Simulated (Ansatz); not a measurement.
**Question.** Name a neutral molecule of C, Si and H with HOMO–LUMO gap (PBE/def2-TZVPP) between 4.25 and 4.55 eV and HOMO energy (PBE0/def2-TZVPP) between -7.35 and -7.05 eV (Ansatz, PBE0-D4/def2-TZVP geometry).

**Answer.** `C=C1C[SiH]1[SiH3]` (4.48 eV, -7.20 eV). Other molecules can fit too; these were computed, each in one conformer that needn't be the lowest.
